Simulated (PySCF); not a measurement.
# Correlation energy of Ga³⁺ (gallium, charge +3)

[Ar] 3d10, closed-shell 1S. Computed with PySCF 2.14 in x2c-TZVPPall with one added diffuse shell each of s, p, d type (7s6p5d1f, 57 functions), with scalar relativity by spin-free X2C-1e. Frozen: [Ne]; 18 electrons correlated.

```json
{"level": "CCSD", "correlation energy (mhartree)": "-238.50"}
{"level": "(T)", "correlation energy (mhartree)": "-4.95"}
{"level": "CCSD(T)", "correlation energy (mhartree)": "-243.45"}
```

Diagnostics: T1 = 0.0069, D1 = 0.0128, largest double amplitude 0.011.

Q: Is a single reference adequate?

A: Yes, within this model without spin-orbit coupling: T1 lies below 0.03 and no double amplitude reaches 0.07.

This basis was not built for core-valence correlation, so the inner-shell part is incomplete.
